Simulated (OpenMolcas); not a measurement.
**Au6+ in a point-charge field**

Au6+ among 4 point charges of -2.5 e arranged as a tetrahedron (Td), 2.29 Å from the ion.
```
   1.3221    1.3221    1.3221  -2.50
   1.3221   -1.3221   -1.3221  -2.50
  -1.3221    1.3221   -1.3221  -2.50
  -1.3221   -1.3221    1.3221  -2.50
```

```
Program             : OpenMolcas 26.06
Method              : SS-CASPT2, IPEA 0.25 Eh, imaginary shift 0.1 Eh (closed shells correlated: 4f 5s 5p)
Basis               : ANO-RCC-VDZP [7s6p4d2f]
Scalar Hamiltonian  : DKH2, point nucleus
Active space        : 5 electrons in 5 orbitals (5d)
State averaging     : 2S+1 = 6 even, 1 root; 2S+1 = 4 even, 24 roots; 2S+1 = 2 even, 75 roots
Spin-orbit coupling : RASSI with atomic mean-field integrals over the reference wave functions
```

The lowest spin-free states (labels of Td), above the lowest:

| State | Degeneracy | E (cm-1) | Free-ion L (%) |
| --- | --- | --- | --- |
| 6A1 | 1 | 0 | S (100) |
| 4T1 | 3 | 30210 | G (95) |
| 4T2 | 3 | 30500 | G (100) |
| 4E | 2 | 30550 | G (100) |
| 4A1 | 1 | 30600 | G (100) |
| 4T1 | 3 | 34940 | P (95) |
| 4T2 | 3 | 36330 | D (99) |
| 4E | 2 | 36390 | D (100) |
| 2T2 | 3 | 44360 | I (96) |
| 2T1 | 3 | 44460 | I (98) |
| 2A2 | 1 | 44520 | I (97) |
| 2T2 | 3 | 44580 | I (99) |
| 2A1 | 1 | 44700 | I (100) |
| 2E | 2 | 44710 | I (100) |
| 2T2 | 3 | 47780 | D (72) |
| 2E | 2 | 48340 | D (96) |
| 4A2 | 1 | 49590 | F (100) |
| 2T1 | 3 | 49820 | F (96) |
| 4T1 | 3 | 49840 | F (100) |
| 4T2 | 3 | 49940 | F (99) |

The lowest levels with spin-orbit coupling:

```csv
E (cm-1),Degeneracy,Label,2S+1,g
0,4,Γ8,6 (76 %),
58,2,Γ7,6 (76 %),3.14 3.14 3.14
19940,4,Γ8,4 (49 %),
20900,2,Γ7,4 (51 %),1.75 1.75 1.75
29260,2,Γ6,4 (84 %),2.46 2.46 2.46
29370,4,Γ8,4 (84 %),
29530,2,Γ7,4 (84 %),3.11 3.11 3.11
29980,4,Γ8,4,
31480,2,Γ6,4 (68 %),4.38 4.38 4.38
31480,4,Γ8,4 (69 %),
31530,2,Γ7,4 (72 %),4.04 4.04 4.04
31790,4,Γ8,4 (72 %),
32400,2,Γ7,4 (81 %),1.93 1.93 1.93
32780,4,Γ8,4 (84 %),
33060,2,Γ6,4 (88 %),4.04 4.04 4.04
33410,4,Γ8,4 (86 %),
33740,4,Γ8,4 (86 %),
35330,2,Γ6,4,1.92 1.92 1.92
40210,2,Γ7,4,3.72 3.72 3.72
40920,4,Γ8,4,
```

Powder χT (cm3 K/mol): 2.47 at 2 K, 2.75 at 10 K, 3.59 at 50 K, 3.78 at 100 K, 3.85 at 200 K, 3.87 at 300 K. The effective moment at 300 K is 2.828 √(χT) = 5.56 μB.

Roots that are degenerate in the reference are averaged as groups; the widest CASPT2 spread within a group is 130 cm-1 (the 3-fold group of multiplicity 2 near 44600 cm-1 above the lowest state of its run). Shifts and gaps below about the spread of the groups concerned are not significant. Point charges give a weaker field than real ligands, and real ions of this kind are as a rule low spin; the high spin found here belongs to the model. Free-ion shares, where given, are those of the reference states; single-state CASPT2 does not remix them. Point charges carry no covalency, so the field is a model and not that of real ligands. No measured value stands beside these numbers.
